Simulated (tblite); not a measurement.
Compound: C6H11F3.
Numbering: `[CH3:1][CH2:2][CH2:3][C@@H:4]([CH3:5])[C:6]([F:7])([F:8])[F:9]` (hydrogens: H10, H11, H12 on C1; H13, H14 on C2; H15, H16 on C3; H17 on C4; H18, H19, H20 on C5)

Structure used (GFN2-xTB), in Å, numbered top down from 1:
```xyz
20
C6H11F3 angstrom
C      2.8128   -0.1692    0.2184
C      1.3997    0.1546    0.6878
C      0.3613   -0.3415   -0.3162
C     -1.0822   -0.1619    0.1707
C     -1.4912    1.3026    0.3157
C     -2.0240   -0.8366   -0.8179
F     -1.9641   -0.2955   -2.0442
F     -3.3099   -0.7606   -0.4346
F     -1.7608   -2.1456   -0.9705
H      3.5454    0.1999    0.9317
H      3.0096    0.2946   -0.7453
H      2.9459   -1.2434    0.1139
H      1.2214   -0.3154    1.6573
H      1.3063    1.2337    0.8156
H      0.5361   -1.4032   -0.5062
H      0.4859    0.1907   -1.2617
H     -1.2187   -0.6826    1.1249
H     -2.5457    1.3792    0.5717
H     -1.3204    1.8354   -0.6171
H     -0.9129    1.7753    1.1031
```

Calculated harmonic vibrations of the isolated species, GFN2-xTB (tblite), most abundant isotopes, no scaling. Against measured fundamentals such values can be off by several per cent, at times by over 20. One conformer, not necessarily the lowest.

Harmonic wavenumbers (cm⁻¹): 51.2, 64.1, 91.1, 130.5, 194.3, 230.9, 244.1, 268.7, 312.3, 319.9, 395.7, 445.2, 518.2, 532.8, 604.8, 785.0, 795.8, 889.4, 919.6, 970.3, 1008.7, 1018.7, 1058.3, 1069.1, 1098.3, 1131.0, 1150.9, 1176.7, 1197.3, 1239.8, 1269.6, 1282.2, 1315.6, 1320.5, 1374.6, 1415.3, 1418.6, 1481.7, 1488.6, 1495.5, 1497.7, 1502.7, 1504.7, 2946.9, 2972.6, 2982.5, 2990.6, 2998.1, 3037.7, 3040.3, 3042.2, 3045.1, 3045.6, 3066.2.

A = 2821, B = 871.2, C = 777.7 MHz; mass 140.081 u (most abundant isotopes); point group C1, symmetry number 1.

Question: What is the zero-point energy?

Answer: Half the sum of the wavenumbers: 35724 cm⁻¹ = 427.35 kJ/mol.

Question: Give the ideal-gas entropy at 350 K and 1 bar in the rigid-rotor, harmonic-oscillator model (classical rotation).

Answer: Translation 173.83, rotation 125.47, vibration 151.85: S = 451.1 J/(mol K).

Question: And Cp and H(350 K) − H(0)?

Answer: Cp = 186.53 J/(mol K), of which vibrations give 153.27 (their classical limit is 54 R = 449.0); H(350 K) − H(0) = 39.26 kJ/mol without the zero-point energy, 27.62 from vibrations.

Question: How do the functions run with temperature in this model?

Answer: 
| T (K) | S (J/(mol K)) | Cp (J/(mol K)) | H − H(0) (kJ/mol) | G − H(0) (kJ/mol) | ln q(vib) |
| --- | --- | --- | --- | --- | --- |
| 50 | 248.4 | 56.4 | 2.13 | -10.29 | 0.54 |
| 100 | 295.5 | 82.3 | 5.61 | -23.95 | 1.82 |
| 298.15 | 423.1 | 164.5 | 30.16 | -95.97 | 7.36 |
| 373.15 | 463.4 | 196.2 | 43.69 | -129.23 | 9.40 |
| 500 | 527.8 | 244.9 | 71.77 | -192.14 | 12.80 |
| 750 | 641.3 | 314.5 | 142.34 | -338.66 | 19.26 |
| 1000 | 738.5 | 359.9 | 227.02 | -511.44 | 25.32 |

q(vib) and H(0) count from the zero-point level.

Question: What must be added to the electronic energy to get the Gibbs energy at 350 K and 1 bar?

Answer: ZPE + [H(350 K) − H(0)] − T·S = 427.35 + 39.26 − 157.90 = 308.71 kJ/mol.

Question: Blend soft modes into free rotors: weight 1/[1 + (100 cm⁻¹/ν̃)⁴] for the oscillator and the rest for a rotor with moment μB/(μ + B), μ = h/(8π²ν), B = 10⁻⁴⁴ kg m². What vibrational entropy results?

Answer: 139.49 J/(mol K) in place of 151.85, which changes −T·S at 350 K by +4.33 kJ/mol.

Hindered rotation and anharmonicity are outside this model. Other conformers, if any are populated, would add a mixing term that is left out. The structure is chiral; the term R ln 2 for an equal mix with its mirror image is left out.
